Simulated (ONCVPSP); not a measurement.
tellurium: one change to an ONCV potential, before and after

tellurium, optimised norm-conserving Vanderbilt (ONCV), made with ONCVPSP 4.0.1 (PBEsol, fully relativistic). Core [Ar] 3d10, reference 4s2 4p6 4d10 5s2 5p3.5 (charge +0.5). Waves: 4s+5s: rc 1.20 bohr, ncon 4, nbas 7, qcut 8 1/bohr, 3 projectors, debl 2.4 Ha; 4p+5p: rc 1.60 bohr, ncon 5, nbas 8, qcut 9.4 1/bohr, 2 projectors; 4d: rc 1.00 bohr, ncon 5, nbas 10, qcut 10.2 1/bohr, 1 projector. Local part: polynomial inside 0.70 bohr (lpopt 5, dvloc0 0 Ha). Core correction: none.

Open shells are filled in proportion to 2j + 1.

Change: s: qcut 10.

Cutoffs: the cutoffs (Ha) at which the residual kinetic energy of the hardest occupied pseudo-wave falls to 1 and 0.1 mHa per electron; they do not see the model core or the augmentation charge, which bear on the density cutoff. Errors are all-electron minus pseudo energies relative to the spin-unpolarised reference configuration.

How do hardness, ghosts and transferability respond?

The potential gets neither clearly harder nor softer (52 Ha and 141 Ha → 52 Ha and 141 Ha); the d channel sets the loose cutoff, while the largest relative change is in s, which becomes harder; the errors of the 4 common tests hardly move; neither file shows a bound ghost.

| quantity | base | changed |
| --- | --- | --- |
| cutoff, loose | 52 Ha | 52 Ha |
| cutoff, tight | 141 Ha | 141 Ha |
| loose cutoff by channel | s 33 Ha, p 30 Ha, d 52 Ha | s 40 Ha, p 30 Ha, d 52 Ha |
| bound ghosts | none | none |
| GHOST(+) flags under 300 eV | none | none |
| error for 4s2 4p6 4d10 5s2 5p4, meV [ΔE -3.92 eV] | -0.1 | -0.1 |
| error for 4s2 4p6 4d10 5s2 5p3, meV [ΔE 5.86 eV] | +0.1 | +0.1 |
| error for 4s2 4p6 4d10 5s2 5p2, meV [ΔE 23.85 eV] | +0.3 | +0.2 |
| error for 4s2 4p6 4d10 5s1 5p5, meV [ΔE 5.33 eV] | +0.4 | +0.3 |
| s: phases at 1.22 bohr within 0.05 rad from the reference energy up to (Ha; the scan ends near 5) | to the end of the scan | to the end of the scan |
| p3/2: phases at 1.62 bohr within 0.05 rad from the reference energy up to (Ha; the scan ends near 5) | to the end of the scan | to the end of the scan |
| p1/2: phases at 1.62 bohr within 0.05 rad from the reference energy up to (Ha; the scan ends near 5) | to the end of the scan | to the end of the scan |
| d5/2: phases at 1.02 bohr within 0.05 rad from the reference energy up to (Ha; the scan ends near 5) | to the end of the scan | to the end of the scan |
| d3/2: phases at 1.02 bohr within 0.05 rad from the reference energy up to (Ha; the scan ends near 5) | to the end of the scan | to the end of the scan |
